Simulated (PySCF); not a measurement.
**TlB⁺: frontier orbitals**

BHandHLYP at R = 3.087 Å; PySCF, scalar-relativistic core potentials, basis sets Tl def2-SVPD with ECP60, B def2-SVPD. State: ²Σ⁺ (doublet), unpaired electrons σ ↑. Only the outer orbitals are listed, counted within each symmetry, core potentials removing the inner ones.

| spin | orbital | occ. | ε (eV) | on Tl (%) | main shells (%) |
| --- | --- | --- | --- | --- | --- |
| α | 1δ | 1 | -25.86 | 100 | 100 Tl d |
| α | 1δ | 1 | -25.86 | 100 | 100 Tl d |
| α | 4σ | 1 | -25.80 | 100 | 100 Tl d |
| α | 2π | 1 | -25.79 | 100 | 100 Tl d |
| α | 2π | 1 | -25.79 | 100 | 100 Tl d |
| α | 5σ | 1 | -18.23 | 40 | 57 B s, 39 Tl s |
| α | 6σ | 1 | -16.61 | 56 | 55 Tl s, 41 B s |
| α | 7σ | 1 | -11.86 | 18 | 82 B p, 13 Tl p |
| α | 3π | 0 | -6.79 | 47 | 52 B p, 46 Tl p |
| α | 3π | 0 | -6.79 | 47 | 52 B p, 46 Tl p |
| α | 4π | 0 | -5.60 | 55 | 53 Tl p, 44 B p |
| β | 1δ | 1 | -25.86 | 100 | 100 Tl d |
| β | 1δ | 1 | -25.86 | 100 | 100 Tl d |
| β | 2π | 1 | -25.76 | 100 | 100 Tl d |
| β | 2π | 1 | -25.76 | 100 | 100 Tl d |
| β | 4σ | 1 | -25.74 | 100 | 100 Tl d |
| β | 5σ | 1 | -17.51 | 70 | 70 Tl s, 27 B s |
| β | 6σ | 1 | -15.63 | 30 | 71 B s, 29 Tl s |
| β | 3π | 0 | -6.67 | 55 | 53 Tl p, 44 B p |
| β | 3π | 0 | -6.67 | 55 | 53 Tl p, 44 B p |
| β | 7σ | 0 | -6.54 | 57 | 58 Tl p, 38 B p |

**Question.** Which are the highest filled and the lowest empty level, where do they sit, and how wide is the gap?

**Answer.** Highest filled α 7σ at -11.86 eV (in %: 82 B p, 13 Tl p); lowest empty α 3π at -6.79 eV (in %: 52 B p, 46 Tl p); the gap at BHandHLYP is 5.07 eV.

The bond order (Mayer) is 0.30. The ⟨S²⟩ is 0.757 and the charge on Tl (Mulliken, basis-dependent) is 0.86. The charge on Tl (Löwdin, basis-dependent) is 0.79 and the dipole moment (positive dipole points towards B; it is taken about the centre of mass and depends on that origin) is 2.67 D.

These are scalar-relativistic numbers at best; spin–orbit coupling would shift them, the dissociation energy most. The state is the lowest determinant that a PBE0 search found; another state may lie lower at other levels.
